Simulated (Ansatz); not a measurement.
Species: YI2, charge 1, multiplicity 1. The spin state was set by rule; other spins were not relaxed. 
Structure (B3LYP-D3(BJ)/def2-TZVP (Ansatz, a program for electronic structure) minimum search):
```xyz
3

Y      1.1161    -0.0249    -0.0088
I     -0.3831     1.7446    -1.4282
I     -0.4381    -1.7262     1.4346
```
Charge +1, spin multiplicity 1.

Parts of the frozen-core correlation energy in def2-QZVPP (Ansatz, hartree). Frozen orbitals: 22; correlated occupied orbitals by spin: 8 and 8; virtual: 215 and 215. No spin-orbit coupling. In def2 rows, elements after Kr have scalar-relativistic effective core potentials.

| term | value |
|---|---|
| reference (HF) | -631.14306 |
| MP2 opposite-spin | -0.27048 |
| MP2 same-spin | -0.08517 |
| CCSD correlation | -0.37915 |
| (T) | -0.02131 |
| T1 diagnostic | 0.016 |
| largest doubles amplitude | 0.030 |
